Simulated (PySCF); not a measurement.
Phosphanylidenephosphane, P2H2.
Numbering: `[H]/[P:1]=[P:2]\[H]` (hydrogens: H3 on P1; H4 on P2)

Level of theory: PySCF, PBE0-D3(BJ)/def2-SVP geometry optimisation, gas phase.

(1) List the bond lengths and angles at this level.

Answers

(1) 
| bond | length (Å) | order |
| --- | --- | --- |
| P1=P2 | 2.035 | double |
| P1–H3, P2–H4 | 1.434 | single |

Bonds in one row agree within 0.01 Å and their mean is given. Orders are formal, as drawn. A selection of angles:
| angle | degrees |
| --- | --- |
| P2–P1–H3 | 99.6 |

Point group: C2v (every atom within 0.08 Å of its image). Not checked by PBE0-D3(BJ)/def2-SVP frequencies.

---

BeF₄ (charge -2).
Atom-mapped SMILES: `[F:1][Be-2:2]([F:3])([F:4])[F:5]`

Theory: PBE0-D3(BJ)/def2-SVP geometry optimisation, gas phase (PySCF).

Q: What internal coordinates does the optimisation give?

A: 
```csv
bond,length (bohr)
F1–Be2 and 3 like bonds,3.000
```

Bonds in one row agree within 0.02 bohr and their mean is given. A selection of angles:
```csv
angle,degrees
F1–Be2–F3,109.2
```

Be2 (beryllium bonded to 4 F) is tetrahedral (angles from 109.2° to 109.8°). All 4 Be–F bonds measure 1.587 to 1.588 Å.

Point group: Td (every atom within 0.08 Å of its image). Whether it is a minimum is left open (no frequencies). Whether so highly charged an anion holds all its electrons in the gas phase wasn't checked; a finite basis holds them in any case. The ion is multiply charged and computed without counter-ions or solvent. The geometry's basis has no diffuse functions, a weakness for an anion.

Rough CPU time on one thread of a shared machine: about 12 s. That covers the optimisation of the geometry.

---

Compound: BrCl2ISi.
Bonds: Cl1–Si2, Si2–Cl3, Si2–Br4, Si2–I5.

The calculation used PBE0-D3(BJ)/def2-SVP geometry optimisation, gas phase, def2 core potentials past Kr (PySCF).

(1) What internal coordinates does the optimisation give?

Results:

(1) 
| bond | length (Å) |
| --- | --- |
| Cl1–Si2, Si2–Cl3 | 2.044 |
| Si2–Br4 | 2.199 |
| Si2–I5 | 2.420 |

Bonds in one row agree within 0.01 Å and their mean is given. A selection of angles:
| angle | degrees |
| --- | --- |
| Cl1–Si2–Cl3 | 108.6 |
| Cl1–Si2–Br4 | 109.4 |
| Cl1–Si2–I5 | 109.8 |
| Br4–Si2–I5 | 110.3 |

Si2 (chlorine-bound silicon) is tetrahedral (angles from 108.6° to 110.3°).

Point group: Cs (tolerance 0.08 Å). Whether it is a minimum is left open (no frequencies).
